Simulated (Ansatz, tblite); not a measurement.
Cost and result up the ladder for SiEt(NMe2)3 (C8H23N3Si) (35 atoms). The state is a singlet with charge 0. Geometry: PBE-D4/def2-SVP.

```xyz
35

Si    0.094   -0.237    0.100
C     1.368   -0.770    1.410
C     2.094    0.399    2.096
H     2.099   -1.481    0.966
H     0.807   -1.356    2.171
H     2.792    0.048    2.884
H     2.690    1.002    1.379
H     1.376    1.097    2.574
N    -0.693    1.278    0.526
C    -1.497    1.387    1.726
C    -0.365    2.546   -0.087
H    -0.995    1.982    2.530
H    -1.715    0.380    2.137
H    -2.478    1.883    1.525
H     0.256    2.386   -0.990
H    -1.282    3.104   -0.399
H     0.204    3.223    0.600
N    -1.197   -1.423    0.034
C    -0.912   -2.842    0.095
C    -2.552   -1.117   -0.370
H    -1.584   -3.367    0.816
H     0.131   -3.025    0.422
H    -1.041   -3.348   -0.895
H    -2.689   -0.020   -0.436
H    -2.811   -1.555   -1.367
H    -3.301   -1.515    0.357
N     0.905   -0.061   -1.448
C     2.300    0.286   -1.614
C     0.137   -0.010   -2.675
H     2.788   -0.358   -2.385
H     2.860    0.149   -0.669
H     2.453    1.347   -1.941
H    -0.896   -0.370   -2.501
H     0.067    1.020   -3.108
H     0.589   -0.661   -3.461
```

Ansatz on 2 threads of AMD EPYC 7R13 on a shared host and a share (18 GiB) of an NVIDIA H100 80GB HBM3; xTB runs through tblite on one thread. Times are rough, summed over both states, and most runs start from the orbitals of an earlier one. PBE0-D4/def2-TZVP serves as the yardstick here, not as an exact answer. The other state is a doublet.

The xTB rows come from tblite. B3LYP takes the VWN-RPA correlation. Single mean-field runs in def2-TZVP are fitted with def2-universal-jkfit.

Raw xTB energies of ions are shifted by several eV.

```json
{"level": "GFN2-xTB", "functions": "76", "vertical IE (eV)": "11.53", "difference from PBE0-D4/def2-TZVP (eV)": "4.14"}
{"level": "PBE-D4/def2-TZVP (with forces)", "functions": "516", "vertical IE (eV)": "6.92", "difference from PBE0-D4/def2-TZVP (eV)": "-0.48"}
{"level": "GFN1-xTB", "functions": "99", "vertical IE (eV)": "12.24", "difference from PBE0-D4/def2-TZVP (eV)": "4.84"}
{"level": "B3LYP-D4/def2-TZVP", "functions": "516", "vertical IE (eV)": "7.40", "difference from PBE0-D4/def2-TZVP (eV)": "0.00"}
{"level": "PBE0-D4/def2-TZVP (with forces)", "functions": "516", "vertical IE (eV)": "7.39", "difference from PBE0-D4/def2-TZVP (eV)": "0.00"}
```

(1) Estimate how long each takes.

Answers

(1) GFN2-xTB 0.062 s; GFN1-xTB 0.097 s; B3LYP-D4/def2-TZVP 7.5 s; PBE-D4/def2-TZVP (with forces) 8.3 s; PBE0-D4/def2-TZVP (with forces) 12 s. On shared hardware such times vary by a factor of up to 3.
